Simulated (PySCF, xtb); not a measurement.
Mo(NH)2(Cl)(Br) (BrClH2MoN2), SMILES [NH]=[Mo](=[NH])([Br])[Cl], multiplicity 1.

GFN2-xTB run with xtb at its own geometry gives an orbital gap of 2.42 eV and a dipole moment of 3.37 D.

Geometry: PBE-D3(BJ)/def2-SVP. The spin state was assumed, not searched. The structure was generated by enumeration; whether it is a known compound was not checked. The def2 effective core potentials stand for the cores of Mo; spin–orbit coupling is left out.

Question: What does PBE0/def2-TZVP (PySCF) give? (An estimate is asked for; the answer gives what the named calculation found.)

Answer: gap 5.21 eV (levels -8.18 and -2.97 eV), dipole 3.44 D.
